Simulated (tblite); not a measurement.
Record of a relaxation.

Species: C₇H₁₃NOSi.
Numbering: `[CH2:1]=[N:2][C:3](=[CH2:4])[O:5][SiH2:6][CH:7]1[CH2:8][CH2:9][CH2:10]1` (hydrogens: H11, H12 on C1; H13, H14 on C4; H15, H16 on Si6; H17 on C7; H18, H19 on C8; H20, H21 on C9; H22, H23 on C10)

Computed with GFN2-xTB (tblite), gas phase: L-BFGS steps from a force-field or distance-geometry start until the largest atomic force falls under 0.01 eV/Å. 3 of its 143 geometries are shown.

Step 0: E = -824.1116 eV, largest atomic force 2.825 eV/Å
```
atom  x, y, z in Å  |  force x, y, z in eV/Å
C1      4.214    0.642   -0.291   -1.472   2.222   0.937
N2      3.457    1.607    0.148   -0.208  -2.246  -0.494
C3      2.099    1.299    0.370   -0.125  -0.223  -0.140
C4      1.159    2.233    0.554    0.169   0.141   0.165
O5      1.645   -0.024    0.382   -0.342  -0.035  -1.602
Si6     0.458   -0.599   -0.746    1.826   1.371   0.874
C7     -1.080   -0.925    0.232    0.959  -0.226   1.228
C8     -2.093    0.172   -0.015    0.456   1.523   0.756
C9     -3.068   -0.841   -0.532   -1.279   0.074  -0.778
C10    -2.036   -1.939   -0.359   -0.542  -0.823   0.774
H11     3.783   -0.325   -0.490    0.275  -0.391  -0.120
H12     5.250    0.890   -0.443   -0.004  -0.211  -0.077
H13     1.352    3.286    0.592    0.239   0.000  -0.029
H14     0.134    1.921    0.713    0.258   0.080  -0.047
H15     0.184    0.538   -1.673    0.258  -0.324   0.139
H16     0.874   -1.716   -1.548    0.442  -0.408  -0.079
H17    -0.895   -1.054    1.334   -0.042  -0.153  -0.940
H18    -1.713    0.864   -0.793   -0.769   0.151   0.808
H19    -2.348    0.647    0.967   -0.144   0.209  -1.169
H20    -3.929   -0.932    0.156    0.090  -0.105  -0.783
H21    -3.355   -0.693   -1.598   -0.249  -0.001   0.866
H22    -2.383   -2.617    0.441    0.359  -0.435  -0.866
H23    -1.714   -2.408   -1.298   -0.155  -0.190   0.576
```

Step 71: E = -825.0350 eV, largest atomic force 0.033 eV/Å
```
atom  x, y, z in Å  |  force x, y, z in eV/Å
C1      4.315    0.806   -0.172   -0.010   0.020  -0.003
N2      3.408    1.574    0.251   -0.002  -0.013   0.000
C3      2.069    1.241    0.188   -0.009  -0.005  -0.014
C4      1.175    2.155    0.568    0.005  -0.016   0.018
O5      1.755    0.003   -0.261   -0.012  -0.016   0.009
Si6     0.440   -0.685   -0.930   -0.019   0.009  -0.021
C7     -1.079   -0.861    0.203    0.018   0.008   0.011
C8     -2.166    0.235    0.109   -0.001   0.002  -0.010
C9     -3.137   -0.780   -0.504   -0.011  -0.028  -0.010
C10    -2.112   -1.899   -0.284    0.031  -0.004   0.011
H11     4.148   -0.178   -0.614   -0.016   0.016   0.008
H12     5.334    1.156   -0.100    0.011  -0.024   0.017
H13     1.516    3.103    0.934   -0.007   0.020  -0.020
H14     0.120    1.963    0.522    0.002  -0.010   0.020
H15     0.053    0.087   -2.114   -0.014  -0.001  -0.029
H16     1.014   -1.989   -1.245   -0.001   0.011   0.012
H17    -0.771   -1.039    1.236    0.029  -0.014   0.005
H18    -1.935    1.080   -0.539    0.020   0.025   0.007
H19    -2.485    0.617    1.079    0.004   0.008  -0.009
H20    -4.076   -0.903    0.032   -0.020  -0.001   0.012
H21    -3.357   -0.594   -1.552    0.003   0.011  -0.018
H22    -2.406   -2.620    0.476    0.016   0.007   0.002
H23    -1.826   -2.443   -1.183   -0.017  -0.004   0.003
```

Step 142: E = -825.0449 eV, largest atomic force 0.010 eV/Å
```
atom  x, y, z in Å  |  force x, y, z in eV/Å
C1      4.293    0.730   -0.090   -0.001  -0.005  -0.003
N2      3.386    1.524    0.282    0.006  -0.001   0.001
C3      2.045    1.235    0.123    0.003   0.002   0.008
C4      1.154    2.120    0.573   -0.005   0.002  -0.002
O5      1.729    0.063   -0.476    0.004   0.002   0.001
Si6     0.368   -0.590   -1.087   -0.006  -0.001  -0.003
C7     -1.029   -0.787    0.187   -0.007  -0.002   0.003
C8     -2.178    0.243    0.107   -0.009   0.001  -0.004
C9     -3.075   -0.825   -0.529    0.001  -0.003   0.001
C10    -2.045   -1.897   -0.154   -0.004  -0.006  -0.002
H11     4.116   -0.241   -0.556    0.004   0.005  -0.005
H12     5.317    1.032    0.067   -0.006  -0.006   0.002
H13     1.498    3.021    1.042    0.001   0.002  -0.001
H14     0.098    1.952    0.484   -0.002   0.002  -0.004
H15    -0.107    0.223   -2.212    0.000   0.002  -0.002
H16     0.911   -1.881   -1.495    0.005   0.003   0.001
H17    -0.611   -0.884    1.192    0.001  -0.001   0.005
H18    -2.003    1.128   -0.504    0.003   0.004  -0.001
H19    -2.531    0.563    1.087    0.002  -0.005   0.002
H20    -4.066   -0.941   -0.094    0.004   0.005  -0.002
H21    -3.175   -0.700   -1.606    0.002  -0.003   0.006
H22    -2.342   -2.482    0.714    0.001   0.002   0.003
H23    -1.758   -2.579   -0.952    0.000   0.001  -0.005
```

**Question.** Summarise the path.

**Answer.** The energy falls by 0.9334 eV from step 0 to step 142; nine tenths of that is first reached at step 18. It falls at every step. The largest force goes from 2.825 to 0.010 eV/Å. Among the bonds O5–Si6 changes most, from 1.736 to 1.628 Å; the atoms move by 0.371 Å rms after alignment.

**Question.** Follow the three bonds and two angles with the largest change from start to end.

**Answer.** 
```json
{"step": "0", "E above end (eV)": "0.9334", "largest force (eV/Å)": "2.825", "O5–Si6 (Å)": "1.736", "Si6–C7 (Å)": "1.852", "C3–O5 (Å)": "1.399", "O5–Si6–H16 (°)": "115.0", "C3–O5–Si6 (°)": "122.0"}
{"step": "6", "E above end (eV)": "0.2495", "largest force (eV/Å)": "0.455", "O5–Si6 (Å)": "1.635", "Si6–C7 (Å)": "1.883", "C3–O5 (Å)": "1.369", "O5–Si6–H16 (°)": "112.4", "C3–O5–Si6 (°)": "123.6"}
{"step": "12", "E above end (eV)": "0.1452", "largest force (eV/Å)": "0.260", "O5–Si6 (Å)": "1.626", "Si6–C7 (Å)": "1.902", "C3–O5 (Å)": "1.355", "O5–Si6–H16 (°)": "104.5", "C3–O5–Si6 (°)": "125.8"}
{"step": "19", "E above end (eV)": "0.0818", "largest force (eV/Å)": "0.158", "O5–Si6 (Å)": "1.629", "Si6–C7 (Å)": "1.899", "C3–O5 (Å)": "1.355", "O5–Si6–H16 (°)": "100.3", "C3–O5–Si6 (°)": "126.7"}
{"step": "25", "E above end (eV)": "0.0484", "largest force (eV/Å)": "0.119", "O5–Si6 (Å)": "1.629", "Si6–C7 (Å)": "1.894", "C3–O5 (Å)": "1.357", "O5–Si6–H16 (°)": "99.6", "C3–O5–Si6 (°)": "131.6"}
{"step": "31", "E above end (eV)": "0.0355", "largest force (eV/Å)": "0.102", "O5–Si6 (Å)": "1.629", "Si6–C7 (Å)": "1.902", "C3–O5 (Å)": "1.356", "O5–Si6–H16 (°)": "100.2", "C3–O5–Si6 (°)": "134.2"}
{"step": "37", "E above end (eV)": "0.0293", "largest force (eV/Å)": "0.070", "O5–Si6 (Å)": "1.626", "Si6–C7 (Å)": "1.899", "C3–O5 (Å)": "1.354", "O5–Si6–H16 (°)": "99.7", "C3–O5–Si6 (°)": "135.2"}
{"step": "43", "E above end (eV)": "0.0258", "largest force (eV/Å)": "0.059", "O5–Si6 (Å)": "1.626", "Si6–C7 (Å)": "1.898", "C3–O5 (Å)": "1.355", "O5–Si6–H16 (°)": "99.1", "C3–O5–Si6 (°)": "136.1"}
{"step": "49", "E above end (eV)": "0.0239", "largest force (eV/Å)": "0.027", "O5–Si6 (Å)": "1.625", "Si6–C7 (Å)": "1.898", "C3–O5 (Å)": "1.353", "O5–Si6–H16 (°)": "98.8", "C3–O5–Si6 (°)": "136.8"}
{"step": "56", "E above end (eV)": "0.0223", "largest force (eV/Å)": "0.050", "O5–Si6 (Å)": "1.625", "Si6–C7 (Å)": "1.899", "C3–O5 (Å)": "1.353", "O5–Si6–H16 (°)": "98.4", "C3–O5–Si6 (°)": "137.0"}
{"step": "62", "E above end (eV)": "0.0189", "largest force (eV/Å)": "0.068", "O5–Si6 (Å)": "1.627", "Si6–C7 (Å)": "1.902", "C3–O5 (Å)": "1.354", "O5–Si6–H16 (°)": "98.2", "C3–O5–Si6 (°)": "136.6"}
{"step": "68", "E above end (eV)": "0.0118", "largest force (eV/Å)": "0.065", "O5–Si6 (Å)": "1.628", "Si6–C7 (Å)": "1.902", "C3–O5 (Å)": "1.354", "O5–Si6–H16 (°)": "98.5", "C3–O5–Si6 (°)": "135.4"}
{"step": "74", "E above end (eV)": "0.0086", "largest force (eV/Å)": "0.062", "O5–Si6 (Å)": "1.629", "Si6–C7 (Å)": "1.901", "C3–O5 (Å)": "1.354", "O5–Si6–H16 (°)": "98.4", "C3–O5–Si6 (°)": "134.7"}
{"step": "80", "E above end (eV)": "0.0074", "largest force (eV/Å)": "0.028", "O5–Si6 (Å)": "1.629", "Si6–C7 (Å)": "1.901", "C3–O5 (Å)": "1.355", "O5–Si6–H16 (°)": "98.3", "C3–O5–Si6 (°)": "134.5"}
{"step": "86", "E above end (eV)": "0.0065", "largest force (eV/Å)": "0.024", "O5–Si6 (Å)": "1.629", "Si6–C7 (Å)": "1.902", "C3–O5 (Å)": "1.354", "O5–Si6–H16 (°)": "98.3", "C3–O5–Si6 (°)": "134.8"}
{"step": "93", "E above end (eV)": "0.0056", "largest force (eV/Å)": "0.034", "O5–Si6 (Å)": "1.628", "Si6–C7 (Å)": "1.900", "C3–O5 (Å)": "1.354", "O5–Si6–H16 (°)": "98.5", "C3–O5–Si6 (°)": "135.3"}
{"step": "99", "E above end (eV)": "0.0046", "largest force (eV/Å)": "0.023", "O5–Si6 (Å)": "1.628", "Si6–C7 (Å)": "1.901", "C3–O5 (Å)": "1.354", "O5–Si6–H16 (°)": "98.6", "C3–O5–Si6 (°)": "135.6"}
{"step": "105", "E above end (eV)": "0.0042", "largest force (eV/Å)": "0.013", "O5–Si6 (Å)": "1.627", "Si6–C7 (Å)": "1.900", "C3–O5 (Å)": "1.353", "O5–Si6–H16 (°)": "98.4", "C3–O5–Si6 (°)": "136.2"}
{"step": "111", "E above end (eV)": "0.0039", "largest force (eV/Å)": "0.018", "O5–Si6 (Å)": "1.628", "Si6–C7 (Å)": "1.900", "C3–O5 (Å)": "1.353", "O5–Si6–H16 (°)": "98.4", "C3–O5–Si6 (°)": "136.1"}
{"step": "117", "E above end (eV)": "0.0033", "largest force (eV/Å)": "0.026", "O5–Si6 (Å)": "1.627", "Si6–C7 (Å)": "1.900", "C3–O5 (Å)": "1.354", "O5–Si6–H16 (°)": "98.5", "C3–O5–Si6 (°)": "136.4"}
{"step": "123", "E above end (eV)": "0.0025", "largest force (eV/Å)": "0.020", "O5–Si6 (Å)": "1.628", "Si6–C7 (Å)": "1.902", "C3–O5 (Å)": "1.353", "O5–Si6–H16 (°)": "98.6", "C3–O5–Si6 (°)": "136.2"}
{"step": "130", "E above end (eV)": "0.0018", "largest force (eV/Å)": "0.034", "O5–Si6 (Å)": "1.629", "Si6–C7 (Å)": "1.903", "C3–O5 (Å)": "1.354", "O5–Si6–H16 (°)": "98.3", "C3–O5–Si6 (°)": "135.7"}
{"step": "136", "E above end (eV)": "0.0005", "largest force (eV/Å)": "0.031", "O5–Si6 (Å)": "1.629", "Si6–C7 (Å)": "1.901", "C3–O5 (Å)": "1.354", "O5–Si6–H16 (°)": "98.5", "C3–O5–Si6 (°)": "135.2"}
{"step": "142", "E above end (eV)": "0.0000", "largest force (eV/Å)": "0.010", "O5–Si6 (Å)": "1.628", "Si6–C7 (Å)": "1.901", "C3–O5 (Å)": "1.354", "O5–Si6–H16 (°)": "98.5", "C3–O5–Si6 (°)": "135.1"}
```

The cost below is that of the whole relaxation. Time: 2.4 s wall. Hardware: one thread, Arm Neoverse N1 (aarch64), shared host with 64 logical CPUs at a one-minute load of 56.
